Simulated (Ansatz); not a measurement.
Ansatz (a quantum-chemistry and plane-wave program) input (B3LYP/6-31G*):

Ansatz 0.2 input:
```yaml
crystal:
  periodic: [false, false, false]
  atoms:
    - {symbol: Si, position_ang: [-0.58233803, 0.01036552, 0.59871575]}
    - {symbol: F, position_ang: [-1.13503813, -1.21098792, -0.38515216]}
    - {symbol: F, position_ang: [-1.05702460, 1.28901105, -0.35255495]}
    - {symbol: Cl, position_ang: [1.64007629, -0.04984267, -0.10250920]}
basis:
  gaussian:
    orbitals: 6-31G*
hamiltonian:
  xc: {name: B3LYP}
total_charge: -1
phonons: {temperatures: {t_min: 298.15, t_max: 298.15, t_step: 100}}
```

Output:

```
Functional definition: B3LYP
integrals: 0.02 GiB planned
635 factors; integrals over basis functions are off by at most 2.5e-4 eV
mean field: 0.20 GiB planned
mean field evaluation 1: about -25838.8881 eV, gradient 1.1e1 eV
mean field evaluation 2: about -25838.9549 eV, gradient 9.6e0 eV
mean field evaluation 4: about -25839.2068 eV, gradient 4.6e-1 eV
mean field evaluation 8: about -25839.2188 eV, gradient 2.9e-2 eV
mean field -25839.21877190 eV, -949.5737754158 hartree, gradient 2.2e-5 eV, S^2 0.000000; 0 other end points of the search recorded, 0 dependent functions left out
the calculation of the forces begins
reference -25839.21897912 eV, -949.5737830311 hartree; 25, 25 occupied and 43, 43 virtual orbitals, 635 factors
these checks for a lower state are left out or cut short: stability, starts, cluster_reference, orbital_swaps, neighbouring_geometries, increment
integrals: 0.02 GiB planned
635 factors; integrals over basis functions are off by at most 2.5e-4 eV
mean field: 0.20 GiB planned
mean field evaluation 16: about -25839.2071 eV, gradient 1.4e-1 eV
mean field -25839.21873597 eV, -949.5737740953 hartree, gradient 1.2e-6 eV, S^2 0.000000; 0 other end points of the search recorded, 0 dependent functions left out
the calculation of the forces begins
reference -25839.21894317 eV, -949.5737817098 hartree; 25, 25 occupied and 43, 43 virtual orbitals, 635 factors
these checks for a lower state are left out or cut short: stability, starts, cluster_reference, orbital_swaps, neighbouring_geometries, increment
integrals: 0.02 GiB planned
635 factors; integrals over basis functions are off by at most 2.5e-4 eV
mean field: 0.20 GiB planned
mean field -25839.21874006 eV, -949.5737742457 hartree, gradient 1.1e-6 eV, S^2 0.000000; 0 other end points of the search recorded, 0 dependent functions left out
the calculation of the forces begins
reference -25839.21894731 eV, -949.5737818618 hartree; 25, 25 occupied and 43, 43 virtual orbitals, 635 factors
these checks for a lower state are left out or cut short: stability, starts, cluster_reference, orbital_swaps, neighbouring_geometries, increment
integrals: 0.02 GiB planned
635 factors; integrals over basis functions are off by at most 2.5e-4 eV
mean field: 0.20 GiB planned
mean field evaluation 32: about -25839.2187 eV, gradient 6.3e-5 eV
mean field -25839.21868221 eV, -949.5737721196 hartree, gradient 1.8e-6 eV, S^2 0.000000; 0 other end points of the search recorded, 0 dependent functions left out
the calculation of the forces begins
reference -25839.21888945 eV, -949.5737797358 hartree; 25, 25 occupied and 43, 43 virtual orbitals, 635 factors
these checks for a lower state are left out or cut short: stability, starts, cluster_reference, orbital_swaps, neighbouring_geometries, increment
integrals: 0.02 GiB planned
635 factors; integrals over basis functions are off by at most 2.5e-4 eV
mean field: 0.20 GiB planned
mean field -25839.21869014 eV, -949.5737724111 hartree, gradient 1.6e-6 eV, S^2 0.000000; 0 other end points of the search recorded, 0 dependent functions left out
the calculation of the forces begins
reference -25839.21889734 eV, -949.5737800255 hartree; 25, 25 occupied and 43, 43 virtual orbitals, 635 factors
these checks for a lower state are left out or cut short: stability, starts, cluster_reference, orbital_swaps, neighbouring_geometries, increment
integrals: 0.02 GiB planned
635 factors; integrals over basis functions are off by at most 2.5e-4 eV
mean field: 0.20 GiB planned
mean field -25839.21875928 eV, -949.5737749521 hartree, gradient 1.1e-6 eV, S^2 0.000000; 0 other end points of the search recorded, 0 dependent functions left out
the calculation of the forces begins
reference -25839.21896650 eV, -949.5737825673 hartree; 25, 25 occupied and 43, 43 virtual orbitals, 635 factors
these checks for a lower state are left out or cut short: stability, starts, cluster_reference, orbital_swaps, neighbouring_geometries, increment
integrals: 0.02 GiB planned
635 factors; integrals over basis functions are off by at most 2.5e-4 eV
mean field: 0.20 GiB planned
mean field -25839.21875856 eV, -949.5737749257 hartree, gradient 1.1e-6 eV, S^2 0.000000; 0 other end points of the search recorded, 0 dependent functions left out
the calculation of the forces begins
reference -25839.21896579 eV, -949.5737825409 hartree; 25, 25 occupied and 43, 43 virtual orbitals, 635 factors
these checks for a lower state are left out or cut short: stability, starts, cluster_reference, orbital_swaps, neighbouring_geometries, increment
integrals: 0.02 GiB planned
635 factors; integrals over basis functions are off by at most 2.5e-4 eV
mean field: 0.20 GiB planned
mean field -25839.21872597 eV, -949.5737737280 hartree, gradient 1.2e-6 eV, S^2 0.000000; 0 other end points of the search recorded, 0 dependent functions left out
the calculation of the forces begins
reference -25839.21893320 eV, -949.5737813434 hartree; 25, 25 occupied and 43, 43 virtual orbitals, 635 factors
these checks for a lower state are left out or cut short: stability, starts, cluster_reference, orbital_swaps, neighbouring_geometries, increment
integrals: 0.02 GiB planned
635 factors; integrals over basis functions are off by at most 2.5e-4 eV
mean field: 0.20 GiB planned
mean field evaluation 64: about -25839.2187 eV, gradient 1.5e-6 eV
mean field -25839.21872355 eV, -949.5737736391 hartree, gradient 1.5e-6 eV, S^2 0.000000; 0 other end points of the search recorded, 0 dependent functions left out
the calculation of the forces begins
reference -25839.21893077 eV, -949.5737812542 hartree; 25, 25 occupied and 43, 43 virtual orbitals, 635 factors
these checks for a lower state are left out or cut short: stability, starts, cluster_reference, orbital_swaps, neighbouring_geometries, increment
integrals: 0.02 GiB planned
635 factors; integrals over basis functions are off by at most 2.5e-4 eV
mean field: 0.20 GiB planned
mean field -25839.21873902 eV, -949.5737742073 hartree, gradient 1.0e-6 eV, S^2 0.000000; 0 other end points of the search recorded, 0 dependent functions left out
the calculation of the forces begins
reference -25839.21894626 eV, -949.5737818232 hartree; 25, 25 occupied and 43, 43 virtual orbitals, 635 factors
these checks for a lower state are left out or cut short: stability, starts, cluster_reference, orbital_swaps, neighbouring_geometries, increment
integrals: 0.02 GiB planned
635 factors; integrals over basis functions are off by at most 2.5e-4 eV
mean field: 0.20 GiB planned
mean field -25839.21874271 eV, -949.5737743429 hartree, gradient 1.3e-6 eV, S^2 0.000000; 0 other end points of the search recorded, 0 dependent functions left out
the calculation of the forces begins
reference -25839.21894991 eV, -949.5737819576 hartree; 25, 25 occupied and 43, 43 virtual orbitals, 635 factors
these checks for a lower state are left out or cut short: stability, starts, cluster_reference, orbital_swaps, neighbouring_geometries, increment
integrals: 0.02 GiB planned
635 factors; integrals over basis functions are off by at most 2.5e-4 eV
mean field: 0.20 GiB planned
mean field -25839.21875750 eV, -949.5737748865 hartree, gradient 2.3e-6 eV, S^2 0.000000; 0 other end points of the search recorded, 0 dependent functions left out
the calculation of the forces begins
reference -25839.21896474 eV, -949.5737825026 hartree; 25, 25 occupied and 43, 43 virtual orbitals, 635 factors
these checks for a lower state are left out or cut short: stability, starts, cluster_reference, orbital_swaps, neighbouring_geometries, increment
integrals: 0.02 GiB planned
635 factors; integrals over basis functions are off by at most 2.5e-4 eV
mean field: 0.20 GiB planned
mean field -25839.21875471 eV, -949.5737747842 hartree, gradient 2.3e-6 eV, S^2 0.000000; 0 other end points of the search recorded, 0 dependent functions left out
the calculation of the forces begins
reference -25839.21896191 eV, -949.5737823986 hartree; 25, 25 occupied and 43, 43 virtual orbitals, 635 factors
these checks for a lower state are left out or cut short: stability, starts, cluster_reference, orbital_swaps, neighbouring_geometries, increment
integrals: 0.02 GiB planned
635 factors; integrals over basis functions are off by at most 2.5e-4 eV
mean field: 0.20 GiB planned
mean field evaluation 96: about -25839.2188 eV, gradient 2.5e-6 eV
mean field -25839.21876969 eV, -949.5737753347 hartree, gradient 2.5e-6 eV, S^2 0.000000; 0 other end points of the search recorded, 0 dependent functions left out
the calculation of the forces begins
reference -25839.21897692 eV, -949.5737829500 hartree; 25, 25 occupied and 43, 43 virtual orbitals, 635 factors
these checks for a lower state are left out or cut short: stability, starts, cluster_reference, orbital_swaps, neighbouring_geometries, increment
integrals: 0.02 GiB planned
635 factors; integrals over basis functions are off by at most 2.5e-4 eV
mean field: 0.20 GiB planned
mean field -25839.21876754 eV, -949.5737752557 hartree, gradient 2.1e-6 eV, S^2 0.000000; 0 other end points of the search recorded, 0 dependent functions left out
the calculation of the forces begins
reference -25839.21897477 eV, -949.5737828710 hartree; 25, 25 occupied and 43, 43 virtual orbitals, 635 factors
Total energy: -25839.21897912 eV, -949.5737830311 hartree
Atom 0 at    -0.582338     0.010366     0.598716 Å, force    -0.000769    -0.000003     0.002066 eV/Å
Atom 1 at    -1.135038    -1.210988    -0.385152 Å, force     0.000140     0.000537    -0.000721 eV/Å
Atom 2 at    -1.057025     1.289011    -0.352555 Å, force     0.000107    -0.000526    -0.000735 eV/Å
Atom 3 at     1.640076    -0.049843    -0.102509 Å, force     0.000522    -0.000008    -0.000610 eV/Å
Dipole moment:    -0.205319     0.007194    -0.060377 e Å
Vibrations: 175.77 203.07 315.59 376.24 778.05 779.34 cm⁻¹, zero-point energy 0.162918 eV
```

The blocks after the first are displaced geometries, from whose forces the wavenumbers follow.

The dipole moment of an ion depends on the origin.
